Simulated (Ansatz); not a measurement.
Basis sets compared for Be₉O₉ (started as a model of: (BeO)9 cage of four- and six-membered rings). Charge 0, multiplicity 1. Geometry PBE-D4/def2-SVP. Ansatz on 4 threads of Arm Neoverse V1 on a shared host; times are rough, and most runs start from earlier orbitals.

```xyz
18

Be   -0.460    2.048    0.554
O    -0.460    1.081    1.821
Be    1.117    0.959    1.375
O     1.133    2.164    0.319
Be    0.711    1.535   -1.094
O    -0.914    1.726   -0.939
Be   -1.726    0.407   -0.956
O    -2.430   -0.183    0.357
Be   -1.320   -0.170    1.513
O    -0.684   -1.657    1.219
Be   -1.583   -1.483   -0.086
O    -1.138   -1.012   -1.542
Be    0.811   -1.653    0.815
O     1.825   -0.391    1.101
O     1.371    0.253   -1.659
Be    0.405   -1.077   -1.653
O     1.297   -1.981   -0.676
Be    2.043   -0.565   -0.468
```

Binding counts from free atoms (Be singlet, O triplet) in the same basis, without a counterpoise term.

| level | functions | energy (Eh) | HOMO (eV) | LUMO (eV) | binding per atom (eV) | wall time |
| --- | --- | --- | --- | --- | --- | --- |
| HF/STO-3G | 90 | -796.2801 | -9.31 | 5.44 | 4.35 | 0.85 s |
| HF/6-31G | 162 | -806.6105 | -12.83 | 2.15 | 3.76 | 2.6 s |
| PBE-D4/def2-SVP | 207 | -809.4039 | -7.27 | -1.87 | 5.54 | 6 s |
| PBE0-D4/def2-SVP | 207 | -809.4306 | -8.87 | -1.02 | 5.35 | 9.5 s |

Question: Estimate the rows for PBE-D4/def2-TZVP (with forces), PBE0-D4/def2-TZVP.

Answer: 
```json
{"level": "PBE-D4/def2-TZVP (with forces)", "functions": "450", "energy (Eh)": "-810.3822", "HOMO (eV)": "-6.90", "LUMO (eV)": "-1.84", "binding per atom (eV)": "5.50", "wall time": "15 s"}
{"level": "PBE0-D4/def2-TZVP", "functions": "450", "energy (Eh)": "-810.4166", "HOMO (eV)": "-8.45", "LUMO (eV)": "-1.06", "binding per atom (eV)": "5.34", "wall time": "30 s"}
```
